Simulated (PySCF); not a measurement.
Molecule: SMILES COC1=C[C@@H](F)C=CO1, C6H7FO2.

Bonds (- single, = double, # triple, : aromatic): C1-O2, O2-C3, C3=C4, C4-C5, C5-F6, C5-C7, C7=C8, C8-O9, O9-C3. C1 carries H10, H11, H12; C4 carries H13; C5 carries H14; C7 carries H15; C8 carries H16. Stereochemistry as in COC1=C[C@@H](F)C=CO1.

Frames of a GFN2-xTB Langevin trajectory at 200 K; GIAO PBE0/pcSseg-1 shieldings in PySCF 2.14, gas phase, non-relativistic; equivalent atoms averaged within each frame.

Referencing at the same level of theory: $^{13}$C (186.93 ppm), $^{1}$H (31.72 ppm) against TMS; $^{17}$O (336.08 ppm) against H2O; CFCl3 for $^{19}$F (170.95 ppm). The references are static minima.

**Question.** How do the shifts (ppm) fluctuate along the trajectory?

**Answer.** 
```
         time (fs)     C3     C8     C7    C4    C5    C1     O9     O2      F6   H16
optimised geometry  166.4  148.8  111.0  81.7  83.8  54.6  194.6  101.8  -123.5  6.88
               250  166.5  154.1  110.2  79.4  78.4  60.3  212.2  102.1  -115.7  7.52
               425  165.6  150.3  112.2  83.3  80.8  49.2  192.6   92.9  -152.0  7.12
               625  170.1  151.9  115.0  87.6  85.8  50.3  203.7  104.5   -85.4  8.09
               800  162.9  154.4  114.2  77.0  84.3  52.9  194.7   97.0  -141.9  7.57
              1000  165.1  156.3  119.0  84.8  80.8  54.1  201.5   97.2  -153.3  6.70
    mean of frames  166.1  153.4  114.1  82.4  82.0  53.4  200.9   98.7  -129.7  7.40
standard deviation    2.6    2.3    3.3   4.2   3.0   4.4    7.8    4.6    29.0  0.52
```

5 frames give an uncertainty of the mean of about the standard deviation over 2.2 at best, since frames this close in time may not be independent; classical motion lacks zero-point vibration, and the reference would need the same averaging.
